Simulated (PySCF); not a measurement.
# Bond lengths and vibrations by method: AlBClH3

These are calculations, not measurements. They come from PySCF 2.14.0, an open-source quantum chemistry program, on an isolated molecule that a program drew, which may never have been made. The molecule is AlBClH3 (charge 0, singlet), drawn as the SMILES string `[AlH2][BH]Cl`.

The geometry was optimised and harmonic frequencies were computed with HF and MP2, all in the cc-pV(D+d)Z basis, for the commonest isotopes, with a restricted reference for singlets and an unrestricted one otherwise, and a frozen core in MP2. Each result is a local minimum of its method.

Geometry at the HF minimum:
```xyz
6
AlBClH3, angstrom
Al    0.3189   -0.9011   -1.3778
B    -0.0979   -2.0590    0.3912
Cl    0.5591   -1.4822    1.9453
H     1.6276   -1.1791   -2.2249
H    -0.6665    0.2522   -1.8318
H    -0.7302   -3.0721    0.4880
```

Lengths of the bonds as drawn, in Å (atoms numbered as above):
```
  bond     HF    MP2
Al1-B2  2.155  2.149
B2-Cl3  1.783  1.769
Al1-H4  1.584  1.584
Al1-H5  1.583  1.584
 B2-H6  1.198  1.208
```

Rotational constants, in GHz:
```
constant,HF,MP2
A,28.38,28.11
B,2.639,2.687
C,2.505,2.545
```

Harmonic frequencies in cm^-1, each column in rising order, so a row needn't be the same motion in every method:
```
rank,HF,MP2
1,104,100
2,141,125
3,384,367
4,514,508
5,640,?
6,756,725
7,809,795
8,855,852
9,1105,1066
10,1976,1953
11,1979,1958
12,2717,2650
```

**Estimate the missing MP2 frequency from the HF column.**

A single factor s that minimises the squared misfit of MP2 against s times HF over the other rows is sum(HF x MP2) / sum(HF^2) = 0.9808, with an rms misfit of 13 cm^-1. For rank 5 it gives 0.9808 x 640 = 628 cm^-1. The calculation gives 619 cm^-1, 9 cm^-1 below the estimate. The drawn bonds are on average as long in MP2 as in HF.
